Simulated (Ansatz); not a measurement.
```yaml
crystal:
  periodic: [false, false, false]
  atoms:
    - {symbol: N, position_ang: [-0.533577, 0.989804, -0.546766]}
    - {symbol: W, position_ang: [0.335645, -0.659740, 0.220268]}
    - {symbol: O, position_ang: [-0.930608, -1.906034, 0.327327]}
    - {symbol: F, position_ang: [1.780938, -1.284499, -0.935464]}
    - {symbol: S, position_ang: [1.126841, -0.148744, 2.252597]}
    - {symbol: H, position_ang: [-1.450703, 0.956131, -1.078192]}
    - {symbol: H, position_ang: [-0.264378, 1.981683, -0.287754]}
basis:
  gaussian: {orbitals: ANO-RCC-VTZP}
total_charge: 1
magnetization: {spin_polarized: true, initial_magnetization: 1}
hamiltonian: {xc: {name: HF}}
correlation: {method: mp2, frozen_orbitals: {N: 9}}
```

```sh
$ ansatz run in.yaml --threads 2 --pin off --events-out ev --progress --plain --max-ram 31744MiB --backend cpu
```

**Question.** How does Ansatz answer? (Best estimate.)

**Answer.** The calculation gave: The program refused the input.
```
Functional definition: HF
Error: "frozen_orbitals" has no count for W
```
